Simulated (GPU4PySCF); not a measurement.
Cu(MeCN)4 (C₈H₁₂CuN₄), SMILES CC#[N]->[Cu+](<-[N]#CC)(<-[N]#CC)<-[N]#CC, charge +1, multiplicity 1. Atoms are numbered in the order given.

```xyz
25

Cu     0.0017     0.0006     0.0006
C      2.8716    -1.2603    -3.3590
C      1.9697    -0.8633    -2.3026
N      1.2542    -0.5484    -1.4643
H      2.7367    -0.6111    -4.2254
H      2.6688    -2.2917    -3.6515
H      3.9037    -1.1841    -3.0135
C      2.1083    -0.4217     4.0620
C      1.4465    -0.2884     2.7848
N      0.9211    -0.1827     1.7716
H      2.5025     0.5453     4.3781
H      2.9316    -1.1329     3.9806
H      1.4003    -0.7801     4.8108
C     -1.2660     4.3722    -0.6285
C     -0.8672     2.9979    -0.4306
N     -0.5508     1.9074    -0.2737
H     -1.0614     4.6733    -1.6571
H     -0.7102     5.0210     0.0501
H     -2.3335     4.4806    -0.4310
C     -3.7206    -2.6927    -0.0775
C     -2.5500    -1.8465    -0.0519
N     -1.6212    -1.1751    -0.0317
H     -4.5875    -2.1373     0.2837
H     -3.5631    -3.5630     0.5613
H     -3.9127    -3.0290    -1.0975
```
Charge +1, spin multiplicity 1.

The structure is a stationary point at PBE0-D3(BJ)/def2-TZVP. The spin state was assumed, not searched. The isomer is the one that the SMILES or the coordinates give; other isomers of the formula were not compared.

Method: TDDFT-PBE/def2-SVPD (GPU4PySCF).

Vertical excitations. The molecule is in vacuum.

```json
[
 {"state": "S1", "energy (eV)": "4.20", "λ (nm)": "295", "f": "0.000", "main pairs": "HOMO→LUMO+1 47 %, HOMO−1→LUMO 45 %"},
 {"state": "S2", "energy (eV)": "4.21", "λ (nm)": "295", "f": "0.000", "main pairs": "HOMO→LUMO+2 39 %, HOMO−2→LUMO 38 %, HOMO→LUMO 11 %, HOMO−2→LUMO+2 10 %"},
 {"state": "S3", "energy (eV)": "4.21", "λ (nm)": "295", "f": "0.000", "main pairs": "HOMO−2→LUMO+1 46 %, HOMO−1→LUMO+2 44 %"},
 {"state": "S4", "energy (eV)": "4.30", "λ (nm)": "289", "f": "0.000", "main pairs": "HOMO→LUMO 31 %, HOMO→LUMO+1 21 %, HOMO−1→LUMO+1 20 %, HOMO−1→LUMO 17 %"},
 {"state": "S5", "energy (eV)": "4.30", "λ (nm)": "289", "f": "0.000", "main pairs": "HOMO−2→LUMO+2 56 %, HOMO−1→LUMO+1 20 %, HOMO→LUMO 12 %"},
 {"state": "S6", "energy (eV)": "4.35", "λ (nm)": "285", "f": "0.032", "main pairs": "HOMO→LUMO+1 26 %, HOMO−1→LUMO 25 %, HOMO−1→LUMO+1 21 %, HOMO→LUMO 18 %"},
 {"state": "S7", "energy (eV)": "4.35", "λ (nm)": "285", "f": "0.032", "main pairs": "HOMO→LUMO+2 49 %, HOMO−2→LUMO 44 %"},
 {"state": "S8", "energy (eV)": "4.35", "λ (nm)": "285", "f": "0.032", "main pairs": "HOMO−2→LUMO+1 45 %, HOMO−1→LUMO+2 40 %"},
 {"state": "S9", "energy (eV)": "4.48", "λ (nm)": "277", "f": "0.000", "main pairs": "HOMO→LUMO+3 79 %"},
 {"state": "S10", "energy (eV)": "4.48", "λ (nm)": "277", "f": "0.000", "main pairs": "HOMO−1→LUMO+3 61 %, HOMO−1→LUMO+4 29 %"},
 {"state": "S11", "energy (eV)": "4.48", "λ (nm)": "277", "f": "0.000", "main pairs": "HOMO−2→LUMO+4 95 %"},
 {"state": "S12", "energy (eV)": "4.53", "λ (nm)": "274", "f": "0.012", "main pairs": "HOMO→LUMO+4 70 %"},
 {"state": "T1", "energy (eV)": "3.95", "λ (nm)": "314", "f": "0", "main pairs": "HOMO−1→LUMO+1 32 %, HOMO→LUMO 26 %, HOMO−2→LUMO+2 24 %, HOMO−2→LUMO 7 %"},
 {"state": "T2", "energy (eV)": "4.06", "λ (nm)": "305", "f": "0", "main pairs": "HOMO→LUMO+1 27 %, HOMO−1→LUMO 26 %, HOMO−1→LUMO+1 22 %, HOMO→LUMO 18 %"},
 {"state": "T3", "energy (eV)": "4.06", "λ (nm)": "305", "f": "0", "main pairs": "HOMO→LUMO+2 48 %, HOMO−2→LUMO 45 %"},
 {"state": "T4", "energy (eV)": "4.06", "λ (nm)": "305", "f": "0", "main pairs": "HOMO−2→LUMO+1 45 %, HOMO−1→LUMO+2 40 %"}
]
```
Triplets are in the Tamm–Dancoff approximation, which puts them higher than full response would, so one can lie above its singlet here.
